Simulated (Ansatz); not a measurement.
Species, as SMILES: F[SiH] (F-SiH) (closed-shell singlet).
Atoms: Si1, H2, F3. Bonds: Si1-H2, Si1-F3.

Basis-set convergence of the optimised Si1-H2 bond length at HF with Ansatz (a program for electronic structure). Cartesian d functions, on some or all atoms, in 6-31G*, 6-31G**, 6-31+G*, 6-311G**, 6-311+G**; all else is spherical. The program fits the integrals of some runs and decomposes those of others, by size. Core-valence sets carry the plain set on hydrogen. A restricted Hartree-Fock determinant is unstable towards unrestricted orbitals. No added dispersion term, no relativity. Reference: the value in aug-pcseg-3, 1.5188 Å, itself unsure by roughly 0.0004 Å (its mean distance from aug-cc-pV(Q+d)Z, def2-QZVPPD, pcseg-3). Deviations are taken from unrounded values.

```tsv
basis	functions
STO-3G	15
3-21G	24
6-31G	24
6-31G*	36
6-31G**	39
6-31+G*	44
6-311G**	51
6-311+G**	59
6-311++G(2d,2p)	72
6-311++G(3df,3pd)	104
cc-pCVTZ	116
```

Problem. Which is the smallest set listed that can be trusted to 0.01 Å here, that is, within that of the reference together with its larger relatives (same family, alike in diffuse functions; a set with none to test it counts only in the reference's own line)?

Solution. The smallest set listed that lies within 0.01 Å of the reference with all its larger relatives (same family, alike in diffuse functions; a set with none counts only in the reference's own line) is 6-31G* (36 functions, -0.0019 Å off). Inside, with no larger relative to test it: cc-pCVTZ. Value minus reference: STO-3G -0.0484, 3-21G 0.0158, 6-31G 0.0230, 6-31G* -0.0019, 6-31G** -0.0001, 6-31+G* -0.0055, 6-311G** -0.0005, 6-311+G** -0.0034, 6-311++G(2d,2p) -0.0032, 6-311++G(3df,3pd) -0.0019, cc-pCVTZ 0.0014 Å.
